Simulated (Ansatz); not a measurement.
A nudged elastic band was laid between two geometries of C3H9Al + H (14 atoms, charge 0, multiplicity 2).

Computed with Ansatz, UKS PBE0/cc-pVDZ.

| Quantity | Value |
| --- | --- |
| movable images | 5 |
| climbing image | yes |
| spring | 5.0 eV/Å² |
| optimiser | quadratic models (default) |
| start path | through a guess of the saddle point |
| force threshold | 0.05 eV/Å |
| iteration limit | 60 |
| end points | relaxed |

First end point:

```xyz
14
Properties=species:S:1:pos:R:3
Al -0.076 0.209 -0.206
H -0.182 0.532 1.364
C 1.702 0.149 -1.071
H 1.848 -0.894 -1.421
H 1.645 0.736 -2.008
C 2.899 0.595 -0.228
H 3.856 0.500 -0.769
H 2.808 1.649 0.084
H 2.990 0.002 0.698
C -1.734 -0.132 -1.214
H -2.322 -0.941 -0.745
H -2.384 0.763 -1.198
H -1.564 -0.402 -2.268
H -0.151 0.184 4.857
```

Last end point:

```xyz
14
Properties=species:S:1:pos:R:3
Al -0.088 0.957 -0.444
H -0.119 0.484 1.902
C 1.677 0.080 -0.794
H 1.570 -0.989 -0.527
H 1.788 0.086 -1.897
C 2.917 0.683 -0.138
H 3.842 0.148 -0.414
H 3.054 1.739 -0.424
H 2.849 0.661 0.962
C -1.753 -0.016 -0.935
H -1.637 -1.109 -0.841
H -2.626 0.297 -0.339
H -1.994 0.198 -1.993
H -0.147 -0.271 1.759
```

Question: Which bonds break or form, and what moves?

Answer: Bonds broken: Al1–H2. Bonds formed: H2–H14. C3H9Al + H becomes C3H8Al + H2.

Question: What energy profile does the band end with?

Answer: The run converged. The highest image is number 2 of 0 to 6, 4.0 kJ/mol above the first end and 93.5 kJ/mol above the last; the last end lies 89.6 kJ/mol below the first. A vibrational analysis at the climbing image gives one clearly imaginary mode, 337i cm⁻¹: a first-order saddle point.

| image | path coordinate (Å) | energy (kJ/mol) | Al1–H2 (Å) | H2–H14 (Å) |
| --- | --- | --- | --- | --- |
| 0 | 0.00 | 0.0 | 1.61 | 3.51 |
| 1 | 0.87 | 0.7 | 1.61 | 2.62 |
| 2 | 1.74 | 4.0 | 1.63 | 1.69 |
| 3 | 2.74 | -79.2 | 2.59 | 0.77 |
| 4 | 3.75 | -86.4 | 2.89 | 0.77 |
| 5 | 4.75 | -88.6 | 2.56 | 0.77 |
| 6 | 5.75 | -89.6 | 2.39 | 0.77 |

Question: What is the geometry of the highest image?

Answer: 
```xyz
14
Properties=species:S:1:pos:R:3:forces:R:3
Al -0.056 0.121 -0.071 0.00 0.00 0.00
H -0.123 0.305 1.550 0.00 0.00 0.00
C 1.711 0.110 -0.960 -0.02 -0.01 0.01
H 1.891 -0.941 -1.266 0.00 0.00 0.00
H 1.622 0.656 -1.919 0.00 0.00 0.00
C 2.898 0.630 -0.147 0.02 0.01 0.00
H 3.854 0.536 -0.691 0.00 0.00 0.00
H 2.779 1.695 0.112 0.00 -0.01 0.00
H 3.011 0.086 0.805 0.00 0.00 -0.01
C -1.745 -0.117 -1.055 0.00 0.00 0.00
H -2.353 -0.925 -0.613 0.00 0.00 0.00
H -2.358 0.800 -0.983 0.00 0.00 0.00
H -1.604 -0.340 -2.125 0.00 0.00 0.00
H -0.192 0.333 3.239 0.00 0.00 0.00
```

Question: What are the harmonic wavenumbers there?

Answer: 337i, 33, 51, 70, 79, 122, 193, 254, 392, 520, 535, 624, 656, 684, 764, 922, 960, 1052, 1202, 1211, 1241, 1392, 1414, 1419, 1420, 1469, 1480, 1598, 3012, 3039, 3040, 3061, 3112, 3121, 3126, 3148 cm⁻¹.

Run time: 2.6 min on 4 threads of Arm Neoverse V2, on a shared host, peak memory 0.32 GiB.
